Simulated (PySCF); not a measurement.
Can point charges reproduce the dipole moment of `O=S(=O)(Cl)C(F)(F)F` (CF3SO2Cl)?

Coordinates (PBE0-D3(BJ)/def2-TZVP, Å) and charges (e) from the PBE0/pcSseg-2 density (PySCF):

```tsv
atom	x	y	z	Mulliken	IAO	Hirshfeld	ESP-fitted
O1	1.003	-0.547	1.593	-0.3921	-0.8295	-0.2555	-0.3208
S2	0.894	-0.291	0.202	+0.8553	+1.9949	+0.4625	+0.6103
O3	1.356	-1.190	-0.793	-0.3918	-0.8293	-0.2555	-0.3216
Cl4	1.664	1.537	-0.177	-0.0939	-0.2300	-0.0057	-0.0055
C5	-0.902	0.066	-0.159	+0.5795	+0.6398	+0.2407	+0.2436
F6	-1.564	-1.053	0.065	-0.1896	-0.2488	-0.0590	-0.0308
F7	-1.343	1.016	0.638	-0.1838	-0.2486	-0.0639	-0.0881
F8	-1.045	0.429	-1.417	-0.1837	-0.2485	-0.0637	-0.0871
```

Task: Compute μ = Σ q r for each scheme (1 e·Å = 4.803 D) and compare with the dipole of the full density.

Result: The full density gives (-0.85, 1.50, -0.53) D, 1.81 D in size; dipole vectors point from the negative to the positive end.

```json
{"scheme": "Mulliken", "μx": "-0.50", "μy": "1.25", "μz": "-0.41", "size (D)": "1.41", "share of the full size (%)": "78", "angle to the full dipole (°)": "8"}
{"scheme": "IAO", "μx": "-0.72", "μy": "2.17", "μz": "-0.70", "size (D)": "2.39", "share of the full size (%)": "132", "angle to the full dipole (°)": "11"}
{"scheme": "Hirshfeld", "μx": "-0.82", "μy": "1.38", "μz": "-0.49", "size (D)": "1.68", "share of the full size (%)": "93", "angle to the full dipole (°)": "1"}
{"scheme": "ESP-fitted", "μx": "-0.88", "μy": "1.41", "μz": "-0.51", "size (D)": "1.74", "share of the full size (%)": "96", "angle to the full dipole (°)": "2"}
```

Task: Which set comes closest?

Result: Length of the difference vector: ESP-fitted 0.10 D, Hirshfeld 0.14 D, Mulliken 0.45 D, IAO 0.70 D. Closest: ESP-fitted. ESP charges are fitted to the potential around the molecule, whose slowest-falling term is the dipole's. The schemes that divide the density aren't constrained to reproduce the dipole.

Task: What is left for the Hirshfeld atoms' own dipoles?

Result: The shares of the density sum to the whole, so what Σ q r misses lies in dipoles about the nuclei. The atomic dipoles sum to (-0.85, 1.50, -0.53) − (-0.82, 1.38, -0.49) = (-0.03, 0.12, -0.04) D, 0.14 D in size.

Task: With the origin at the mean of the coordinates, (0.008, -0.004, -0.006) Å, which are the largest single terms, by size, of the Hirshfeld dipole along the direction of the full one?

Result: O3 +1.71, O1 +1.71, S2 -1.59, C5 +0.62, F7 -0.40 D; all 8 atoms together +1.68 D. The single terms depend on the origin, their sum doesn't.

Task: Give the size of the full dipole in other units.

Result: 1.81 D = 0.711 au = 0.376 e·Å = 6.03 × 10⁻³⁰ C·m.

Isolated species at its PBE0-D3(BJ)/def2-TZVP geometry, gas phase.

These values come from a run that also computed NMR shieldings. On an Arm Neoverse V2 with one thread (shared host), this took 37 s and 1.4 GiB of memory at its peak.

Conformer computed: `[O:1]=[S:2](=[O:3])([Cl:4])[C:5]([F:6])([F:7])[F:8]`: O1–S2–C5–F6 -66°.
